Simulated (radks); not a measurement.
Values are calculated unless marked as measured or tabulated.
Spin polarisation of the 4f6 shell in neutral samarium. Start: [Xe] 4f(up 3, down 3) 6s2; electrons of 4f are moved from spin down to spin up, other shells keep equal spins. Level of theory: scalar-relativistic Kohn-Sham, LDA (Slater exchange, Perdew-Wang correlation), spin-polarised, spherical densities, finite nucleus; Fermi nuclear charge, rms radius of each element as measured or else 0.836 A^(1/3) + 0.57 fm (a radial shooting solver on a logarithmic mesh with Libxc functionals).

moment (Bohr magnetons),E - E(0) (eV),e(4f up) (eV),e(4f down) (eV),6s down minus up (eV),5p down minus up (eV),5s down minus up (eV)
0,0.000,-2.670,-2.670,0.000,0.000,0.000
1,-0.160,-2.972,-2.332,0.037,0.321,0.425
2,-0.641,-3.238,-1.959,0.074,0.643,0.851
3,-1.440,-3.463,-1.549,0.112,0.966,1.278
4,-2.555,-3.643,-1.101,0.152,1.291,1.707
5,-3.982,-3.767,-0.607,0.195,1.620,2.138
6,-5.714,-3.810,-0.052,0.241,1.951,2.570

At moment 6 the spin-polarisation energy is -5.714 eV and the 4f exchange splitting 3.758 eV, that is 0.626 eV per Bohr magneton; E = -I m^2/4 would give I = 0.635 eV.
